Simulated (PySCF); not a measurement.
F₄Ti, charge +1, doublet, geometry from GFN2-xTB (such geometries of metal compounds can be far from the true shape) (the multiplicity is a formal guess). Base run: PBE0/STO-3G (PySCF).

Input for PySCF:
```python
from pyscf import gto, scf, dft

mol = gto.Mole()
mol.atom = '''
    Ti    0.00000000    0.00000000    0.00000000
    F     1.11216813    0.79984052   -1.03505710
    F     0.85175917   -1.07124651    1.03679470
    F    -1.12295623   -0.89058404   -0.94542868
    F    -0.84097107    1.16199002    0.94369108
'''
mol.basis = 'sto-3g'
mol.charge = 1
mol.spin = 1
mol.verbose = 3
mol.build()

mf = dft.UKS(mol)
mf.xc = 'pbe0'
mf.kernel()
mf.analyze()
```

Variants of this job, named by their change:

```json
[
 {"change": "base", "ΔE vs base (µEh)": "0.0", "grid points": "77952", "electrons on the grid": "56.99996", "outcome": "converged"},
 {"change": "grids.level = 5", "ΔE vs base (µEh)": "-22.8", "grid points": "220792", "electrons on the grid": "57.00000", "outcome": "converged"},
 {"change": "grids.level = 1", "ΔE vs base (µEh)": "1766", "grid points": "28656", "electrons on the grid": "57.00010", "outcome": "converged"},
 {"change": "grids.level = 7", "ΔE vs base (µEh)": "-22.8", "grid points": "444216", "electrons on the grid": "57.00000", "outcome": "converged"},
 {"change": "grids.becke_scheme = stratmann", "ΔE vs base (µEh)": "-8.7", "grid points": "77952", "electrons on the grid": "56.99999", "outcome": "converged"},
 {"change": "grids.atom_grid = (50, 194)", "ΔE vs base (µEh)": "1786", "grid points": "32648", "electrons on the grid": "57.00010", "outcome": "converged"},
 {"change": "grids.atom_grid = (150, 974)", "ΔE vs base (µEh)": "-22.9", "grid points": "391416", "electrons on the grid": "57.00000", "outcome": "converged"},
 {"change": "grids.radi_method = gauss_chebyshev", "ΔE vs base (µEh)": "-0.6", "grid points": "76048", "electrons on the grid": "56.99996", "outcome": "converged"},
 {"change": "grids.level = 4", "ΔE vs base (µEh)": "-19.9", "grid points": "146072", "electrons on the grid": "57.00000", "outcome": "converged"},
 {"change": "grids.radi_method = delley", "ΔE vs base (µEh)": "-0.1", "grid points": "81288", "electrons on the grid": "56.99996", "outcome": "converged"},
 {"change": "grids.prune = dft.gen_grid.sg1_prune", "ΔE vs base (µEh)": "-", "grid points": "-", "electrons on the grid": "-", "outcome": "stopped with an error"}
]
```

Open shells are given as the SCF converged; they aren't shown to be the lowest states, and a large step between rows can be another state.

- grids.prune = dft.gen_grid.sg1_prune: ended with `IndexError: index 22 is out of bounds for axis 0 with size 19`
